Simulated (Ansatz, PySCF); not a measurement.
Ligands exchanged one at a time, Al NH2-I. Gas-phase values, no solvent. Strings in code marks are SMILES.

Quantity: redistribution energy (mixed species minus the weighted end members), in eV.

Level 1: PBE-D3(BJ)/def2-TZVP // B3LYP-D3(BJ)/def2-TZVP (PySCF)
Level 2: ωB97X-D3(BJ)/def2-TZVP // B3LYP-D3(BJ)/def2-TZVP (PySCF)
Level 3: frozen-core MP2/def2-TZVPP // B3LYP-D3(BJ)/def2-TZVP (Ansatz, a quantum-chemistry and plane-wave program)
Level 4: HF/def2-TZVPP // B3LYP-D3(BJ)/def2-TZVP (Ansatz)

| species | level 2 | level 3 | level 4 |
|---|---|---|---|
| 1 of 3 NH2 replaced by I: `[NH2][Al]([NH2])[I]` | -0.150 | -0.144 | -0.184 |
| 2 of 3 NH2 replaced by I: `[NH2][Al]([I])[I]` | -0.143 | -0.137 | -0.172 |

### Question
What does level 1 give for each?

### Answer

- 1 of 3 NH2 replaced by I: `[NH2][Al]([NH2])[I]`: -0.128
- 2 of 3 NH2 replaced by I: `[NH2][Al]([I])[I]`: -0.125
